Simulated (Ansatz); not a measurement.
System: SbH2, net charge -1, singlet state. Whether it binds its extra electron was not tested at this geometry. 
Coordinates optimised at B3LYP-D3(BJ)/def2-TZVP (Ansatz, a quantum-chemistry and plane-wave program):
SMILES: [SbH2-]
```xyz
3

Sb    -0.0179    -0.0205     0.0371
H     -0.4712     1.3386    -0.9431
H      1.3838    -0.2920    -0.9503
```
Charge -1, spin multiplicity 1.

Basis-set convergence of Hartree-Fock and CCSD correlation energies (hartree) with Ansatz. Valence correlation only, unless marked. No spin-orbit coupling. The frozen core is the preceding noble-gas configuration, with the filled d and f shells of earlier blocks. In def2 rows, elements after Kr have scalar-relativistic effective core potentials.

| basis | functions | E(HF) | E(corr, CCSD) |
|---|---|---|---|
| def2-SVPD | 48 | -240.39775 | -0.13990 |
| def2-TZVPPD | 90 | -240.41496 | -0.16607 |
| def2-QZVPPD | 154 | -240.41782 | -0.17556 |

Extrapolating the two largest sets (X = 3 and 4) as X^-3: E(corr) = (64·(-0.17556) - 27·(-0.16607))/37 = -0.1825 Eh, an estimate of the basis-set limit. The largest set recovers 96.2 % of it, the smallest 76.7 %.
